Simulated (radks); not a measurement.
The numbers below are computed, except where a source is named.
Spherical quantum dot in the effective-mass picture: electrons in a parabolic well V = omega^2 r^2 / 2 with omega = 0.585, with a point charge +1 (a donor) at the centre, all in effective atomic units (hartree* = m*/eps^2 hartree, bohr* = eps/m* bohr), one dielectric constant everywhere. Level of theory: non-relativistic Kohn-Sham, PBE, spin-polarised, spherical densities (a radial shooting solver with Libxc functionals). Levels are named by radial order and angular momentum (1s, 1p, 1d, 2s, ...), and open shells are averaged over m. Results are scaled to m* = 0.103 and eps = 16.6, for which hartree* = 10.17 meV and bohr* = 8.528 nm. Each electron was tried in the lowest free levels, single moves between levels near the top were tried too, and the lowest total energy was kept; such a search can miss a lower state. At N = 1 the Hartree and exchange-correlation terms need not cancel, so that row can carry a self-interaction error.

\begin{tabular}{lrrrrrrr}
N & open shells & 2S & E (meV) & mu = E(N) - E(N-1) (meV) & addition energy mu(N+1) - mu(N) (meV) & e(HOMO) (meV) & rms radius (nm) \\ \hline
1 & 1s(up 1, down 0) & 1 & -1.85670 & -1.8567 & 7.908 & 1.3203 & 10.09 \\
2 & none & 0 & 4.19467 & 6.0514 & 12.63 & 8.6934 & 11.41 \\
3 & 1p(up 1, down 0) & 1 & 22.8765 & 18.682 & 3.693 & 20.499 & 14.22 \\
4 & 1p(up 2, down 0) & 2 & 45.2516 & 22.375 & 3.746 & 24.255 & 15.78 \\
5 & 1p(up 3, down 0) & 3 & 71.3731 & 26.121 & 4.782 & 27.975 & 16.91 \\
6 & 1p(up 3, down 1) & 2 & 102.277 & 30.904 & 3.245 & 32.507 & 17.89 \\
7 & 1p(up 3, down 2) & 1 & 136.425 & 34.149 & 3.293 & 35.796 & 18.71 \\
8 & none & 0 & 173.867 & 37.441 & 5.971 & 39.080 & 19.44 \\
9 & 2s(up 1, down 0) & 1 & 217.279 & 43.412 & 3.492 & 44.914 & 20.35 \\
10 & none & 0 & 264.183 & 46.904 & 3.711 & 48.387 & 21.14 \\
11 & 1d(up 1, down 0) & 1 & 314.799 & 50.615 & 2.783 & 52.010 & 21.86 \\
12 & 1d(up 2, down 0) & 2 & 368.197 & 53.398 & 2.759 & 54.783 & 22.51 \\
13 & 1d(up 3, down 0) & 3 & 424.354 & 56.157 & 2.728 & 57.527 & 23.10 \\
14 & 1d(up 4, down 0) & 4 & 483.240 & 58.885 & 2.695 & 60.239 & 23.64 \\
15 & 1d(up 5, down 0) & 5 & 544.820 & 61.581 & 3.346 & 62.917 & 24.15 \\
16 & 1d(up 5, down 1) & 4 & 609.747 & 64.926 & 2.540 & 66.198 & 24.65 \\
17 & 1d(up 5, down 2) & 3 & 677.213 & 67.466 & 2.526 & 68.732 & 25.11 \\
18 & 1d(up 5, down 3) & 2 & 747.205 & 69.992 & 2.507 & 71.250 & 25.56 \\
19 & 1d(up 5, down 4) & 1 & 819.705 & 72.500 & 2.485 & 73.746 & 25.98 \\
20 & none & 0 & 894.689 & 74.984 & 5.559 & 76.219 & 26.39 \\
21 & 1f(up 1, down 0) & 1 & 975.232 & 80.543 & 2.310 & 81.700 & 26.85 \\
22 & 1f(up 2, down 0) & 2 & 1058.09 & 82.853 & 2.296 & 84.004 & 27.29 \\
23 & 1f(up 3, down 0) & 3 & 1143.23 & 85.149 & 2.280 & 86.292 & 27.70 \\
24 & 1f(up 4, down 0) & 4 & 1230.66 & 87.429 & 2.264 & 88.564 & 28.10 \\
25 & 1f(up 5, down 0) & 5 & 1320.36 & 89.693 & 2.246 & 90.819 & 28.48 \\
26 & 1f(up 6, down 0) & 6 & 1412.30 & 91.939 & 2.229 & 93.057 & 28.85 \\
27 & 1f(up 7, down 0) & 7 & 1506.47 & 94.169 & 2.798 & 95.278 & 29.21 \\
28 & 1f(up 7, down 1) & 6 & 1603.43 & 96.967 & 2.148 & 98.042 & 29.55 \\
29 & 1f(up 7, down 2) & 5 & 1702.55 & 99.115 & 2.138 & 100.19 & 29.89 \\
30 & 1f(up 7, down 3) & 4 & 1803.80 & 101.25 & 2.127 & 102.32 & 30.22 \\
31 & 1f(up 7, down 4) & 3 & 1907.18 & 103.38 & 2.115 & 104.44 & 30.54 \\
32 & 1f(up 7, down 5) & 2 & 2012.68 & 105.50 & 2.103 & 106.55 & 30.84 \\
33 & 1f(up 7, down 6) & 1 & 2120.27 & 107.60 & 2.090 & 108.65 & 31.14 \\
34 & none & 0 & 2229.96 & 109.69 & 2.556 & 110.73 & 31.44 \\
35 & 2p(up 1, down 0) & 1 & 2342.21 & 112.24 & 2.088 & 113.29 & 31.73 \\
36 & 2p(up 2, down 0) & 2 & 2456.54 & 114.33 & - & 115.38 & 32.01 \\
\end{tabular}

All shells are closed at N = 2, 8, 10, 20, 34 (there: 1s2 1p6 1d10 2s2 1f14); the second difference of the energy has clear peaks (12 % above both neighbours; the first and last values, which can be the largest, are not judged, and half-filled shells can peak too) at N = 2, 5, 8, 15, 20, 27, 34.
